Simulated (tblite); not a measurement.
`C=C(O[SiH3])[C@H](C)F`. Computed geometry: GFN2-xTB, gas phase.

```
atom  x, y, z in Å
C1     0.5403   -0.5497    1.5855
C2     0.0621   -0.4186    0.3592
O3     0.7923   -0.1199   -0.7358
Si4    2.3706    0.2170   -0.9628
C5    -1.4021   -0.5635    0.0048
C6    -2.0280    0.7883   -0.3166
F7    -2.0906   -1.1457    1.0487
H8     1.5884   -0.4320    1.7922
H9    -0.1123   -0.7905    2.4030
H10    2.7648    1.3897   -0.1804
H11    3.2082   -0.9226   -0.5883
H12    2.3306    0.4659   -2.3950
H13   -1.5024   -1.2493   -0.8477
H14   -1.9562    1.4410    0.5506
H15   -1.4976    1.2385   -1.1505
H16   -3.0755    0.6604   -0.5783
```

Q: What is the longest distance between nuclei?

A: H11···H16, 6.48 Å; the next longest distance is 5.90 Å.

Q: What is the repulsion energy of the bare nuclei, Σ ZA·ZB/RAB?

A: 381.45 Eh over 120 pairs, with full nuclear charges and distances in bohr; the largest single term is 36.37 Eh (O3 with Si4).

Q: Work out the bond lengths C1–H9, C2–O3, C2–C5, Si4–H12 in Å.

A: For C1–H9 the difference vector is (-0.6526, -0.2408, 0.8175) Å, of length 1.0734 Å. C1–H9 1.073; C2–O3 1.350; C2–C5 1.513; Si4–H12 1.454 Å.

Q: How far are the heavy atoms from their best plane (unweighted least squares)?

A: 0.376 Å rms; C1 0.52, C2 0.01, O3 0.29, Si4 0.05, C5 0.38, C6 0.59, F7 0.37 Å (magnitudes).

Q: Write the matrix of distances between heavy atoms (Å, lower triangle).

A: 
```
C1    0.000
C2    1.323  0.000
O3    2.374  1.350  0.000
Si4   3.230  2.735  1.630  0.000
C5    2.504  1.513  2.358  3.972  0.000
C6    3.465  2.506  2.992  4.482  1.524  0.000
F7    2.750  2.374  3.542  5.080  1.379  2.368  0.000
```

Its GFN2-xTB frequencies are all real (lowest 38 cm⁻¹). The numbers are those of one conformer.
